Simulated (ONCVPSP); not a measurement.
An all-electron radial function and its pseudo partner (carbon (C))

Columns: radius, all-electron u(r) and pseudo u(r) of the 2s shell (level -13.64 eV) of carbon in the configuration [He] 2s2 2p2; LDA (Perdew-Zunger), scalar-relativistic, ONCV scheme, ONCVPSP 4.0.1.

```csv
r (bohr),all-electron,pseudo
0.078,-0.2996,0.0353
0.155,-0.3491,0.0739
0.232,-0.2733,0.1200
0.310,-0.1376,0.1766
0.388,0.0187,0.2436
0.465,0.1719,0.3183
0.542,0.3132,0.3981
0.620,0.4386,0.4806
0.698,0.5441,0.5607
0.775,0.6288,0.6334
0.852,0.6953,0.6958
0.930,0.7455,0.7454
1.008,0.7807,0.7806
1.085,0.8024,0.8024
1.162,0.8132,0.8132
1.240,0.8149,0.8149
1.318,0.8088,0.8088
1.395,0.7966,0.7966
1.472,0.7796,0.7796
1.550,0.7585,0.7585
1.628,0.7343,0.7343
1.705,0.7084,0.7084
1.782,0.6810,0.6810
1.860,0.6522,0.6522
1.938,0.6229,0.6229
2.015,0.5939,0.5939
```

**Question.** How many radial nodes do the two functions have?

**Answer.** The all-electron 2s function has n − l − 1 = 1; the pseudo-wave has 0, since the states of the same l below it are removed with the core.

**Question.** At about which radius was the pseudo-wave matched?

**Answer.** 1.10 bohr. The columns agree to 0.0005 from 0.85 bohr on; several derivatives are matched, so the curves merge somewhat inside the radius.

**Question.** Where does each function peak?

**Answer.** Outermost all-electron maximum near 1.24 bohr, pseudo maximum near 1.24 bohr (to the table’s step).

**Question.** Is the pseudo-wave norm-conserving?

**Answer.** Yes: the ONCV scheme keeps the norm inside the radius equal to the all-electron one, which fixes the energy derivative of the logarithmic derivative at the level.
